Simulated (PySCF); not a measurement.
In(H)(Me)(Et), C3H9In, SMILES [CH2](C)[InH][CH3] (PBE0/def2-SVP optimised geometry):

```
13

In     0.196    -0.788     0.000
H      1.945    -0.788     0.000
C     -0.854    -2.689    -0.001
H     -1.945    -2.559     0.037
H     -0.538    -3.293     0.864
H     -0.597    -3.257    -0.909
C     -0.875     1.116     0.000
C     -0.009     2.369     0.012
H     -1.554     1.093     0.871
H     -1.540     1.102    -0.882
H      0.655     2.421    -0.865
H      0.642     2.413     0.901
H     -0.614     3.293     0.012
```

Computed with PySCF with PBE0/def2-TZVP, def2 effective core potentials past Kr.

### Question
What are the frontier orbital energies and the dipole moment?

### Answer
HOMO-2 -9.48 eV, HOMO-1 -7.40 eV, HOMO -6.82 eV, LUMO -1.22 eV, LUMO+1 0.17 eV; dipole moment 0.73 D.

On the same geometry PySCF with PBE/def2-TZVP, def2 effective core potentials past Kr gives HOMO-2 -8.07 eV, HOMO-1 -6.24 eV, HOMO -5.71 eV, LUMO -1.95 eV, LUMO+1 -0.62 eV; dipole moment 0.78 D.
